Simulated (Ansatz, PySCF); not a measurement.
Stretching the Ge1–H4 bond in GeH4O2 (SMILES [OH][GeH2][OH]) (multiplicity 1 held, fragments rigid). Energies count from the point at 1.534 Å.
Geometry at that point (charge 0, multiplicity 1):
```xyz
7

Ge     0.33884    -0.06566     0.00760
O     -0.42944     1.43258     0.60497
O     -0.90670    -1.17365    -0.63493
H      1.02668    -0.63794     1.25326
H      1.24372     0.19796    -1.20236
H     -0.88343     1.92366    -0.08772
H     -1.54067    -1.45390     0.03337
```

Restricted levels (R-, RO-) in cc, def2 and unpolarised 6-31G sets keep to the state of the molecule at rest. Unrestricted levels (U-) break spin symmetry where that is lower. Active spaces are followed from a long bond inwards. Curves can end on different states.

Cores are frozen in the correlated methods. Filled d and f shells under p-block atoms count as core. Rows in 3-21G, LANL2DZ carry no dispersion term and start afresh at each structure; the Pople sets are all-electron and without relativity. LANL2DZ brings its own core potentials from Na on.

Run with Ansatz (an electronic-structure program); PySCF for 3-21G rows, LANL2DZ rows. 

```csv
level,energy at R = 4.908 Å (kJ/mol)
R-HF/3-21G,765.5
U-HF/LANL2DZ,293.6
U-HF/cc-pVTZ,300.6
R-PBE/cc-pVTZ,…
U-r2SCAN/cc-pVTZ,363.1
U-wB97X-V/cc-pVTZ,381.5
"SC-NEVPT2 on CASSCF(2,2)/cc-pVTZ",360.4
"FIC-NEVPT4(SD) on CASSCF(2,2)/cc-pVTZ",377.1
"FIC-MRCISD+Q on CASSCF(2,2)/cc-pVTZ",379.6
```

Question: Some entries are withheld; supply them.

Answer: 
- R-PBE/cc-pVTZ, energy at R = 4.908 Å (kJ/mol): 467.8

Doubts at one or more of the structures used: a restricted determinant that unrestricted orbitals would lower (R-HF/3-21G, R-PBE/cc-pVTZ); a spin-contaminated determinant (U-HF/LANL2DZ, U-HF/cc-pVTZ, U-r2SCAN/cc-pVTZ, U-wB97X-V/cc-pVTZ).
